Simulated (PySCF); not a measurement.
Compound: C₇H₉FN (doublet state).
Numbering: `[CH3:1]/[C:2]([CH:3][F:4])=[C:5](/[CH3:6])[CH2:7][C:8]#[N:9]` (hydrogens: H10, H11, H12 on C1; H13 on C3; H14, H15, H16 on C6; H17, H18 on C7)

Geometry (GFN2-xTB, Å), atoms numbered from 1 in this order:
```xyz
18
C7H9FN angstrom
C     -1.6463   -0.8273   -0.6291
C     -0.8703    0.1178    0.2528
C     -1.5786    0.6786    1.2838
F     -1.0677    1.5666    2.1571
C      0.4744    0.3691   -0.0182
C      1.3307    1.2147    0.8610
C      1.1366   -0.2816   -1.2008
C      1.4655   -1.6463   -0.8546
N      1.7090   -2.7178   -0.5383
H     -1.1419   -1.7894   -0.6960
H     -1.7479   -0.4213   -1.6354
H     -2.6430   -0.9890   -0.2293
H     -2.6167    0.4737    1.4851
H      0.9862    2.2508    0.8590
H      1.2873    0.8723    1.8955
H      2.3686    1.1963    0.5374
H      0.4838   -0.2995   -2.0783
H      2.0616    0.2384   -1.4635
```

The hyperfine couplings belong to this conformer and change with its torsions.

Theory: UKS B3LYP, pcH-1 on C F H N, non-relativistic, mean-field spin-orbit, GIAO in PySCF. Geometry: GFN2-xTB, one conformer, isolated molecule. Couplings are sensitive to structure, and on GFN2-xTB geometries they can be far from those on DFT ones. No stability test was run, so a lower SCF solution isn't excluded. ⟨S²⟩ is 0.776 where a pure state has 0.75.

The Mulliken spin populations are largest on C5 (+0.68), C3 (+0.55) and C2 (-0.25). The angles at C5 add up to 359.9°, so it is planar.

McConnell's relation a(H) = Q·ρ ties the coupling of a proton on a planar π carbon to the spin population of that carbon. What Q do the computed values give?

```
  H   C    ρ(C)  a(H) (G)  a/ρ (G)
H13  C3  +0.551    -14.74    -26.8
```

One proton gives one ratio, Q = -26.8 G, and no test of linearity. In every row coupling and population have opposite signs.

How do the β-proton couplings of this frozen conformer go with θ, the angle between the C–H bond and the normal to the plane of the spin centre's three neighbours, both seen down the bond from centre to carbon?

```tsv
β H	on	centre	θ (°)	cos²θ	a (G)
H14	C6	C5	26	0.81	+27.83
H15	C6	C5	35	0.66	+22.84
H16	C6	C5	85	0.01	+0.97
H17	C7	C5	51	0.40	+13.02
H18	C7	C5	71	0.11	+4.31
```

Fitting the Heller–McConnell form a = ρ(B0 + B2 cos²θ), with Mulliken ρ = 0.68, gives B0 = 0.7 G and B2 = 49.5 G, with a largest miss of 0.7 G. By this fit the coupling would be 34.1 G at θ = 0° and 0.5 G at 90°.

What would the freely rotating methyl group on C6 show?

Three equal couplings, a 1:3:3:1 quartet. The mean of the three values of this geometry estimates the splitting: 17.2 G, or 48.3 MHz (three bonds 120° apart have a mean cos²θ of 1/2 at any torsion).

Couplings in gauss use g_iso = 2.0033.

On an Intel Xeon Platinum 8259CL at 2.50 GHz with one thread, no GPU, shared host with 96 logical CPUs at a one-minute load of 17, this took 2.0 min wall (grids of density and orbitals included) and 1.1 GiB of memory at its peak.

The SMILES draws the unpaired electron on C3; the largest computed Mulliken spin population is on C5 (0.68 against 0.55).
